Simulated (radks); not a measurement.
Q: Species: Co3+. Configuration: [Ar] 3d(up 4, down 2) (spins set by hand, not the high-spin state). Method: scalar-relativistic Kohn-Sham, LDA (Slater exchange, Perdew-Wang correlation), spin-polarised, spherical densities, finite nucleus; Fermi nuclear charge, rms radius 3.7875 fm; computed with a radial shooting solver on a logarithmic mesh with Libxc functionals. Some entries of the table are withheld. Estimate them.

orbital,occ.,eigenvalue (eV),<1/r> (bohr^-1)
1s up,1,-7615.804,26.99
1s down,1,-7615.793,26.99
2s up,1,-936.8961,5.799
2s down,1,-935.6798,5.804
2p up,3,-809.1103,5.698
2p down,3,-808.1726,5.703
3s up,1,-141.2962,1.846
3s down,1,-138.9664,1.841
3p up,3,-104.7029,1.711
3p down,3,-102.4313,1.705
3d up,4,(1),1.393
3d down,2,(2),1.378

A: 
(1) 3d up eigenvalue (eV): -46.4320
(2) 3d down eigenvalue (eV): -44.2922
